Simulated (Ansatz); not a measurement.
Consider the ligand exchange at the Al–Cl bond: `[SH][Al]([Cl])[Br]` + HBr → `[SH][Al]([Br])[Br]` + HCl.

Program: Ansatz. Geometries: PBE0-D4/def2-TZVP. ΔE: electronic, gas phase. CCSD(T)/CBS is the MP2 limit (def2-TZVPP, def2-QZVPP) plus CCSD(T) − MP2 in def2-TZVPP, frozen cores. This one scheme is used for every species. Functionals use def2-TZVPP. For Br outer-core shells are correlated without core-valence functions, which leaves a few kJ/mol of doubt a bond. Scalar relativity is left out up to krypton. One conformer a species, not always the lowest.

Q: Is it downhill or uphill in electronic energy at CCSD(T)/CBS, and by how much? (An estimate is asked.)

A: Ansatz gave: Nearly level: ΔE = -0.02 eV.

Q: What do these levels give: r2SCAN-D4, PBE, PBE0, HF/def2-TZVPP, SCS-MP2/def2-QZVPP, CCSD/CBS(def2)? (An estimate is asked.)

A: Computed: r2SCAN-D4 0.01, PBE 0.01, PBE0 0.00, HF/def2-TZVPP 0.01, SCS-MP2/def2-QZVPP -0.01, CCSD/CBS(def2) -0.02 eV.

Largest T1 diagnostic among the species: 0.008.

At CCSD(T), def2-SVP lies +0.06 eV from the extrapolated value and def2-TZVPP +0.01 eV. Leaving LDA and LC-ωPBE aside and taking each functional with its dispersion term where it has one, the values, not all of them listed here, spread over 0.07 eV, from PBE-QIDH to B97M-V.
